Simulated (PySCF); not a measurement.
A structure optimised at PBE0-D3(BJ)/def2-SVP (Å):
```
O 
C   1  1.2040
C   2  1.5042  1  123.77
Te  3  2.1655  2  112.74  1   178.70
O   2  1.3372  1  122.01  3  -179.91
Si  5  1.7243  2  117.65  1     0.07
H   3  1.0989  2  108.05  1   -59.48
H   3  1.0986  2  108.12  1    56.69
H   4  1.6693  3   91.42  2  -179.05
H   6  1.4854  5  109.76  2    62.12
H   6  1.4853  5  109.85  2   -61.60
H   6  1.4851  5  102.58  2  -179.77
```
Z-matrix in Å and degrees, rows numbered from 1.

Charge 0, singlet.

Problem. Which heavy atoms are bonded, and with what formal order?

Solution. O1–C2 (double); C2–C3 (single); C3–Te4 (single); C2–O5 (single); O5–Si6 (single). Hydrogens: H7, H8 on C3; H9 on Te4; H10, H11, H12 on Si6.

Problem. Which species is it?

Solution. `O=C(C[TeH])O[SiH3]`, C2H6O2SiTe.

Problem. What is the point group of this geometry?

Solution. Cs (tolerance 0.08 Å).

Problem. Describe the place of each heavy atom.

Solution. O1: carbonyl oxygen; C2: carbonyl carbon; C3: sp3 carbon next to a carbonyl; Te4: tellurium bonded to C and H; O5: oxygen singly bound to a carbonyl carbon; Si6: oxygen-bound silicon.

Problem. What is the arrangement about C3?

Solution. It has 4 neighbours (C2, Te4, H7, H8) and is tetrahedral (angles from 107.6° to 112.7°).

Problem. What is the arrangement about C2?

Solution. It has 3 neighbours (O1, C3, O5) and is planar (angles 123.8°, 122.0° and 114.2°, sum 360.0°, 0.00 Å off the plane of its three neighbours).

These are computed values.
